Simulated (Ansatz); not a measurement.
The inner images of a band of BrClH2OZn (6 atoms, charge 0, multiplicity 1) are given out of order.

Level of theory: RKS PBE0-D4/def2-SVP (Ansatz).

First end point:

```xyz
6
Properties=species:S:1:pos:R:3
Zn 0.169 -0.097 0.187
Cl 0.399 0.272 2.289
O 0.481 -0.281 -1.549
H -0.291 -0.561 -2.052
Br -2.649 -0.669 0.834
H -1.834 -0.303 1.970
```

Last end point:

```xyz
6
Properties=species:S:1:pos:R:3
Zn -0.855 -0.398 -0.212
Cl 0.191 0.203 2.166
O 0.540 -0.233 -1.305
H 0.335 -0.438 -2.223
Br -2.903 -0.743 0.721
H -1.034 -0.029 2.531
```

Put them in order from the first end to the last, with their energies above the first end.
A.
```xyz
6
Properties=species:S:1:pos:R:3
Zn -0.046 -0.160 0.151
Cl 0.278 0.251 2.271
O 0.523 -0.290 -1.527
H -0.138 -0.544 -2.177
Br -2.660 -0.644 0.960
H -1.683 -0.253 2.001
```
B.
```xyz
6
Properties=species:S:1:pos:R:3
Zn -0.731 -0.357 -0.148
Cl 0.153 0.186 2.273
O 0.564 -0.259 -1.367
H 0.230 -0.468 -2.246
Br -2.813 -0.680 0.761
H -1.128 -0.061 2.406
```
C.
```xyz
6
Properties=species:S:1:pos:R:3
Zn -0.271 -0.226 0.092
Cl 0.131 0.218 2.298
O 0.543 -0.298 -1.493
H -0.051 -0.544 -2.209
Br -2.625 -0.612 0.958
H -1.453 -0.178 2.033
```
D.
```xyz
6
Properties=species:S:1:pos:R:3
Zn -0.426 -0.272 0.021
Cl 0.077 0.194 2.337
O 0.562 -0.286 -1.467
H 0.003 -0.520 -2.217
Br -2.650 -0.623 0.866
H -1.292 -0.133 2.140
```
E.
```xyz
6
Properties=species:S:1:pos:R:3
Zn 0.070 -0.127 0.169
Cl 0.342 0.264 2.276
O 0.508 -0.288 -1.543
H -0.210 -0.545 -2.129
Br -2.665 -0.660 0.910
H -1.772 -0.283 1.997
```
F.
```xyz
6
Properties=species:S:1:pos:R:3
Zn -0.165 -0.192 0.126
Cl 0.204 0.243 2.276
O 0.534 -0.294 -1.507
H -0.084 -0.547 -2.199
Br -2.638 -0.631 0.979
H -1.576 -0.218 2.005
```
G.
```xyz
6
Properties=species:S:1:pos:R:3
Zn -0.587 -0.315 -0.067
Cl 0.107 0.178 2.339
O 0.573 -0.278 -1.422
H 0.106 -0.499 -2.236
Br -2.725 -0.634 0.791
H -1.200 -0.093 2.275
```

E (+0.008 eV), A (+0.038 eV), F (+0.089 eV), C (+0.124 eV), D (+0.018 eV), G (-0.108 eV), B (-0.171 eV).

Run time: 5.6 min on 2 threads of Arm Neoverse V1, on a shared host, peak memory 0.27 GiB.
